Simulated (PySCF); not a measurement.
Two species compared at the same levels of theory.

First species: C5H8F3NSi.
InChI=1S/C5H8F3NSi/c1-9-2-3-5(8,10-3)4(6)7/h2-4H,10H2,1H3/b9-2+/t3-,5+/m0/s1

Second species: C₆H₁₆OSSi.
Geometry (GFN2-xTB, Å), atoms numbered from 1 in this order:
```
atom  x, y, z in Å
C1     4.8969   -0.1504   -0.1623
O2     3.5905    0.2274   -0.5111
C3     2.5990   -0.4598    0.2226
Si4    0.9520    0.1993   -0.4432
S5    -0.5502   -0.8789    0.6281
C6    -2.1743   -0.0494    0.2272
C7    -3.2510   -1.0079    0.7252
C8    -2.3005    0.1582   -1.2736
C9    -2.2488    1.2725    0.9768
H10    5.0667   -1.2170   -0.3586
H11    5.0935    0.0449    0.8998
H12    5.5732    0.4440   -0.7740
H13    2.7214   -0.2718    1.2981
H14    2.6991   -1.5440    0.0772
H15    0.8560   -0.0739   -1.8759
H16    0.8422    1.6341   -0.1842
H17   -3.1852   -1.9552    0.1967
H18   -3.1208   -1.2010    1.7867
H19   -4.2384   -0.5802    0.5617
H20   -3.3021    0.5155   -1.5088
H21   -2.1335   -0.7768   -1.8027
H22   -1.5807    0.8922   -1.6288
H23   -2.1140    1.1091    2.0432
H24   -1.4802    1.9589    0.6304
H25   -3.2218    1.7346    0.8159
```

Levels: PBE0/pcSseg-1 for dipole moment, HOMO energy, LUMO energy and HOMO–LUMO gap; GFN2-xTB for rotational constant A and rotational constant C. Geometries: GFN2-xTB. All species are isolated and taken at one optimised geometry, non-relativistic unless stated; the electronic structure was computed with PySCF and density fitting.

Dipoles, sizes and rotational constants follow the conformer. The torsions of the flexible species, by atom-mapped SMILES:
- `[CH3:1]/[N:2]=[CH:3]/[C@@H:4]1[SiH2:5][C@@:6]1([F:7])[CH:8]([F:9])[F:10]`: N2–C3–C4–Si5 13°, Si5–C6–C8–F9 -1°
- `[CH3:1][O:2][CH2:3][SiH2:4][S:5][C:6]([CH3:7])([CH3:8])[CH3:9]`: C1–O2–C3–Si4 -179°, O2–C3–Si4–S5 178°, C3–Si4–S5–C6 170°, Si4–S5–C6–C7 167°

```json
{"property": "dipole moment", "column X": "1.72 D", "column Y": "0.36 D"}
{"property": "HOMO energy", "column X": "-7.19 eV", "column Y": "-6.69 eV"}
{"property": "LUMO energy", "column X": "-0.71 eV", "column Y": "0.39 eV"}
{"property": "HOMO–LUMO gap", "column X": "6.48 eV", "column Y": "7.08 eV"}
{"property": "rotational constant A", "column X": "2.068 GHz", "column Y": "3.199 GHz"}
{"property": "rotational constant C", "column X": "0.633 GHz", "column Y": "0.426 GHz"}
```

**Question.** Which column belongs to which species?

**Answer.** Column X is the first species and column Y the second. The first has 18 atoms and 86 electrons, the second 25 and 90.

**Question.** How does each property change from the first species to the second?

**Answer.** dipole moment -1.36 D; HOMO energy +0.50 eV; LUMO energy +1.10 eV; HOMO–LUMO gap +0.60 eV; rotational constant A +1.131 GHz; rotational constant C -0.207 GHz.

On the first: The dipole equals about 5.7 × 10⁻³⁰ C·m (1 D = 3.33564 × 10⁻³⁰ C·m). A dipole of 1.72 D is allowed in C1, and pure rotational transitions are dipole-allowed.

On the second: In atomic units the dipole is 0.14 e·bohr (1 au = 2.5417 D).
